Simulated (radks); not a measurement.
Question: Numerical settings for neutral zirconium, [Kr] 4d2 5s2. Method: Dirac Kohn-Sham, PBE, spin-unpolarised, spherical densities, point nucleus; open shells fill j = l - 1/2 first; computed with a radial shooting solver on a logarithmic mesh with Libxc functionals. The defaults (mesh step 0.008 in ln r, mesh end at 40 bohr or more with all orbitals vanishing there, Anderson mixing 0.5 over 9 steps, residual threshold near 1e-9 with the energy settled to 1e-9 hartree or 1e-11 of itself, here a cap of 98 iterations) give E = -3598.9617 hartree and 4d3/2 at -3.641 eV in 14 iterations. Run on one thread of a shared host, so times are rough (Arm Neoverse V2): 0.12 s of CPU time, 0.12 s wall, 14 iterations on 2725 mesh points. One setting is changed at a time: mesh step in ln r 0.003; mesh step in ln r 0.005; mesh step in ln r 0.03; mesh end (bohr) 400; mesh end (bohr) 2; residual threshold 0.1; residual threshold 0.001; mixing 1; linear mixing, mixing 0.05; linear mixing, mixing 0.2; mixing history 20; iteration cap 8. Which runs fail to converge, and which converge to a wrong energy?

Answer: Not converged within the cap: linear mixing, mixing 0.05; iteration cap 8. Settled on a wrong energy, with an occupied level pushed above zero by the early mesh end: mesh end (bohr) 2 (+18.2 hartree). Apart from these: no run marked as converged misses the energy by more than 1 mhartree.
